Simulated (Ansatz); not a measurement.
Total energies of C$_{4}$H$_{10}$Sn (`C[CH2][Sn][CH2]C`).

Cartesian coordinates in Å:
```
C -1.6811 -0.9270 0.3540
C -1.0358 0.0213 1.3580
Sn 1.1101 -0.3693 1.6814
C 1.6496 -0.1906 -0.4498
C 1.1534 1.0791 -1.1302
H -1.5990 -1.9727 0.6682
H -2.7494 -0.7233 0.2236
H -1.2163 -0.8517 -0.6326
H -1.5433 -0.0326 2.3248
H -1.1265 1.0601 1.0168
H 2.7365 -0.2769 -0.5310
H 1.2343 -1.0777 -0.9459
H 1.5507 1.9803 -0.6523
H 1.4529 1.1250 -2.1828
H 0.0636 1.1560 -1.1024
```

Charge 0, multiplicity 1. Correlated methods include outer-core shells of Sn, which these sets cover unevenly. Sn takes the def2 core potential. All single points use the PBE0-D4/def2-TZVP geometry. It is one conformer, not always the lowest. Basis def2-TZVPP, Ansatz.

RPA on PBE orbitals: Hartree–Fock energy of these orbitals -370.61581 Eh, correlation -1.65372 Eh (frozen core).

| functional | energy without D4 (Eh) | D4 term (kJ/mol) |
| --- | --- | --- |
| LDA (SPW92) | -370.91614 | – |
| PBE | -372.54362 | -34.3 |
| revPBE | -372.77430 | -101.0 |
| BLYP | -372.62684 | -74.3 |
| r2SCAN | -372.75365 | -8.6 |
| B97M-V | -372.77939 | – |
| PBE0 | -372.58283 | -29.2 |
| B3LYP | -372.86428 | -55.2 |
| r2SCANh | -372.73704 | -9.2 |
| r2SCAN0 | -372.71335 | -10.2 |
| HSE06 (plane-wave form) | -372.57093 | -27.4 |
| BHLYP | -372.60083 | -43.5 |
| CAM-B3LYP | -372.66245 | -29.9 |
| LC-ωPBE | -372.70830 | – |
| ωB97X-V | -372.71300 | – |
| ωB97M-V | -372.62913 | – |
| B2PLYP | -372.41272 | – |
| PBE-QIDH | -372.36527 | – |

B3LYP takes the VWN-RPA correlation (the form of Gaussian; ORCA's B3LYP/G). HSE06 is the plane-wave form, built on full-range PBE exchange. The double hybrids freeze the cores in their second-order part.

LC-ωPBE has ω = 0.4 bohr⁻¹.
